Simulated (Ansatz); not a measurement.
## Abstraction of H: C2H7GaO2 + CH5GeS → C2H6GaO2 + CH6GeS

Gas-phase species: C2H7GaO2 `C[O][GaH][O]C`, singlet; CH5GeS `C[S][GeH2]`, doublet; C2H6GaO2 `C[O][Ga][O]C`, doublet; CH6GeS `C[S][GeH3]`, singlet. A radical takes H: the energy is the difference in strength between the Ga–H bond broken and the Ge–H bond made.

Shapes, held fixed at every level: PBE0-D4/def2-TZVP. Flexible molecules stand in one conformer, not always the lowest. Programs: Ansatz 0.2.0. The zero-point and thermal change to 298 K, harmonic and unscaled (PBE0-D4/def2-TZVP), is +3.5 kJ/mol.

```csv
level,kind,ΔH(298 K) (kJ/mol),less CCSD(T)/def2-TZVPP
HF/def2-TZVPP,Hartree–Fock,-5.1,-4.4
PBE-D4/def2-TZVPP,GGA,-1.5,-0.8
B3LYP-D4/def2-TZVPP,global hybrid,+0.3,+1.0
BHLYP-D4/def2-TZVPP,global hybrid,+1.4,+2.1
PBE0-D4/def2-TZVPP,global hybrid,-0.4,+0.3
B2PLYP/def2-TZVPP,double hybrid,-1.6,-0.9
CCSD/def2-TZVPP,coupled cluster or CI,0.0,+0.7
CCSD(T)/def2-TZVPP,coupled cluster or CI,-0.7,0.0
```

The highest level, CCSD(T)/def2-TZVPP, gives ΔH(298 K) = -0.7 kJ/mol; the levels span -5.1 to +1.4. That is about zero within the method's error. They disagree on the sign: 3 of 8 are positive. The column of differences is taken from that level and isn't an error. No measured value is set beside it here. Open shells run unrestricted. Relativity is left out for Ga, Ge. Outer-core shells of Ga, Ge are correlated, in sets that cover them unevenly.
